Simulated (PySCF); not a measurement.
## Working out the ionisation energy of Ag

Ag [Kr] 4d10 5s1 (2S) → Ag+ [Kr] 4d10 (1S). All numbers are calculated (PySCF 2.14, a scalar-relativistic core potential, in aug-cc-pwCVDZ-PP with ECP28MDF (6s6p5d3f, 70 functions)). Frozen: 4s2 4p6. Energies in hartree (1 hartree = 27.21139 eV):

```csv
part,Ag (lower),Ag+ (upper)
UHF,-146.054678,-145.820659
CCSD correlation,-0.356843,-0.322940
(T),-0.011593,-0.008660
```

Problem. What does Hartree-Fock give?

Solution. (-145.820659) − (-146.054678) = 0.234019 hartree = 6.368 eV.

Problem. What do CCSD and CCSD(T) give?

Solution. The CCSD correlation energies differ by 0.033903 hartree = 0.923 eV and the triples by 0.002933 hartree = 0.080 eV, so CCSD gives 7.291 eV and CCSD(T) 7.371 eV.

Measured between the centres of the two terms (NIST): 7.576 eV, so CCSD(T) (valence) is off by -0.205 eV.

A double-zeta basis recovers only part of the correlation energy.

What remains against the reference includes basis incompleteness, the frozen core and higher excitations.
